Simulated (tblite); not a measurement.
Isomers of C6H11ClO2. Level: GFN2-xTB in tblite, geometry and Hessian alike; calculated harmonic values, unscaled, isolated species. Errors from tens to a few hundred cm⁻¹ against measured bands are possible. One conformer each.

Electronic energies: GFN2-xTB at the same geometries; isomer energies are rough at this level and their order can be wrong.

```
                     SMILES  electronic energy, lowest = 0 (kcal/mol)
CO[C@@H](C)[C@@H](C)C(=O)Cl                                       0.3
      CC[C@@](C)(OC)C(=O)Cl                                       1.7
        CC[C@H](COC)C(=O)Cl                                       2.4
          COCC(C)(C)C(=O)Cl                                       0.0
```

How do GFN2-xTB zero-point energies change the relative energies?

```tsv
SMILES	ZPE (kcal/mol)	of it from modes above 1550 cm⁻¹	electronic (kcal/mol)	with ZPE, lowest = 0 (kcal/mol)	lowest mode (cm⁻¹)	rings
COCC(C)(C)C(=O)Cl	101.1	49.6	0.0	0.0	39	0
CO[C@@H](C)[C@@H](C)C(=O)Cl	101.1	49.8	0.3	0.3	35	0
CC[C@@](C)(OC)C(=O)Cl	101.1	50.1	1.7	1.7	24	0
CC[C@H](COC)C(=O)Cl	101.5	49.3	2.4	2.7	22	0
```

The zero-point energies span 0.4 kcal/mol, from `CC[C@@](C)(OC)C(=O)Cl` to `CC[C@H](COC)C(=O)Cl`. The order is unchanged.
